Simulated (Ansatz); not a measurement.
Isolated molecules relaxed with PBE0-D4/def2-TZVP in Ansatz; ΔE leaves out vibrations. CCSD(T)/CBS is the MP2 limit (def2-TZVPP, def2-QZVPP) plus CCSD(T) − MP2 in def2-TZVPP, frozen cores. This one scheme is used for every species. Functionals use def2-TZVPP. B3LYP here is the variant with VWN-RPA as its local correlation; programs differ in this. Each species was taken in one conformer, which may not be the lowest.

Reaction (ligand exchange at the Si–N bond): `BN[SiH]([SiH3])S` + H–F → `F[SiH]([SiH3])S` + `BN`

```json
{"level": "PBE-D4", "ΔE (kJ/mol)": "-84.8", "difference from CCSD(T)/CBS": "-3.5"}
{"level": "r2SCAN-D4", "ΔE (kJ/mol)": "-92.4", "difference from CCSD(T)/CBS": "-11.1"}
{"level": "PBE0-D4", "ΔE (kJ/mol)": "-82.1", "difference from CCSD(T)/CBS": "-0.8"}
{"level": "B3LYP-D4", "ΔE (kJ/mol)": "-89.6", "difference from CCSD(T)/CBS": "-8.3"}
{"level": "ωB97X-V", "ΔE (kJ/mol)": "-90.1", "difference from CCSD(T)/CBS": "-8.8"}
{"level": "ωB97M-V", "ΔE (kJ/mol)": "-88.6", "difference from CCSD(T)/CBS": "-7.3"}
{"level": "B2PLYP", "ΔE (kJ/mol)": "-95.3", "difference from CCSD(T)/CBS": "-14.0"}
{"level": "PBE", "ΔE (kJ/mol)": "-93.8", "difference from CCSD(T)/CBS": "-12.5"}
{"level": "r2SCAN", "ΔE (kJ/mol)": "-95.1", "difference from CCSD(T)/CBS": "-13.8"}
{"level": "PBE0", "ΔE (kJ/mol)": "-90.3", "difference from CCSD(T)/CBS": "-9.0"}
{"level": "B3LYP", "ΔE (kJ/mol)": "-103.9", "difference from CCSD(T)/CBS": "-22.6"}
{"level": "HF/def2-TZVPP", "ΔE (kJ/mol)": "-104.8", "difference from CCSD(T)/CBS": "-23.5"}
{"level": "MP2/def2-TZVPP", "ΔE (kJ/mol)": "-78.0", "difference from CCSD(T)/CBS": "3.3"}
{"level": "SCS-MP2/def2-TZVPP", "ΔE (kJ/mol)": "-84.5", "difference from CCSD(T)/CBS": "-3.2"}
{"level": "CCSD/def2-TZVPP", "ΔE (kJ/mol)": "-85.0", "difference from CCSD(T)/CBS": "-3.7"}
{"level": "CCSD(T)/def2-TZVPP", "ΔE (kJ/mol)": "-81.6", "difference from CCSD(T)/CBS": "-0.3"}
{"level": "HF/def2-QZVPP", "ΔE (kJ/mol)": "-106.3", "difference from CCSD(T)/CBS": "-25.0"}
{"level": "MP2/def2-QZVPP", "ΔE (kJ/mol)": "-78.4", "difference from CCSD(T)/CBS": "2.9"}
{"level": "SCS-MP2/def2-QZVPP", "ΔE (kJ/mol)": "-84.8", "difference from CCSD(T)/CBS": "-3.5"}
{"level": "HF/CBS(def2)", "ΔE (kJ/mol)": "-106.5", "difference from CCSD(T)/CBS": "-25.2"}
{"level": "MP2/CBS(def2)", "ΔE (kJ/mol)": "-77.7", "difference from CCSD(T)/CBS": "3.6"}
{"level": "CCSD/CBS(def2)", "ΔE (kJ/mol)": "-84.7", "difference from CCSD(T)/CBS": "-3.4"}
{"level": "CCSD(T)/CBS", "ΔE (kJ/mol)": "-81.3", "difference from CCSD(T)/CBS": "0"}
```

Largest T1 diagnostic among the species: 0.013.

From PBE to PBE0 (25 % exact exchange), in def2-TZVPP and without D4, ΔE moves by +3.6 kJ/mol. In def2-TZVPP, CCSD(T) changes the Hartree–Fock value by +23.2 kJ/mol (the triples alone add +3.4 kJ/mol) and MP2 by +26.8 kJ/mol.
